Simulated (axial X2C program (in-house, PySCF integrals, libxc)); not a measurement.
**SrI⁺: cheaper levels and CCSD(T), 2c**

All values were computed with an in-house relativistic program for diatomic molecules. Two-component (2c) means X2C with spin–orbit coupling and atomic mean-field two-electron Coulomb and Gaunt terms. Basis: I dyall-cv3z [11s12p8d4f1g], Sr dyall-cv3z [13s12p8d5f1g] (cores contracted in-house); Gaussian nuclei, density fitting, unrestricted open shells. Masses: I 126.904 u, Sr 87.906 u.

State: Ω = 0 (closed shell); fragments I + Sr+.

```csv
level,Re (Å),ωe (cm⁻¹),De (eV)
PBE0,2.831,216.6,3.05
HF,2.905,208.0,1.92
MP2,2.907,206.8,2.89
CCSD,2.908,206.5,2.77
r2SCAN0,2.837,217.9,n/a
```

Correlated methods: 8 electrons correlated (number of frozen shells: I 4 s, 3 p, 2 d; Sr 4 s, 3 p, 1 d), 312 virtual spin orbitals or spinors in MP2, 88 natural virtuals in coupled cluster.

CCSD(T), same Hamiltonian and basis:

Re = 2.909 Å, ωe = 205.9 cm⁻¹, De = 2.85 eV; T1 = 0.008 (Lee–Taylor normalisation).

**Question.** Give the differences from CCSD(T) in the columns below.

**Answer.** 

| level | ΔRe (Å) | Δωe (cm⁻¹) | ΔDe (eV) |
| --- | --- | --- | --- |
| PBE0 | -0.078 | 10.7 | 0.20 |
| HF | -0.004 | 2.1 | -0.93 |
| MP2 | -0.002 | 0.9 | 0.04 |
| CCSD | -0.001 | 0.6 | -0.08 |
| r2SCAN0 | -0.072 | 12.0 | n/a |

The state is one determinant whose occupation by symmetry is held fixed; it was picked as the lowest of a PBE0 search that is not exhaustive. Closed shells are restricted here (equal orbitals for both partners); the stretched side of such a curve lies too high. De is counted from the lowest determinant-based energies of the atoms at the same level, without counterpoise correction. De is not given where an atomic determinant may have missed its ground term or J level, or where the truncated virtual space spoils (T). Coupled cluster ran in a truncated set of natural virtual spinors; the MP2 energy of the rest was added. (T) has no such correction and the atoms are truncated less, which lowers De at CCSD(T) by a hundredth of an eV or more. The functionals have no current-density term, which raises determinants with orbital currents, atoms included. The outer-core s and p shells of the metal are frozen in the correlated rows, which leaves out core–valence correlation; for alkali and alkaline-earth bonds that tends to lengthen them. With the outer-core shells frozen, correlated bond lengths of heavy atoms tend to come out a few hundredths of an ångström too long.
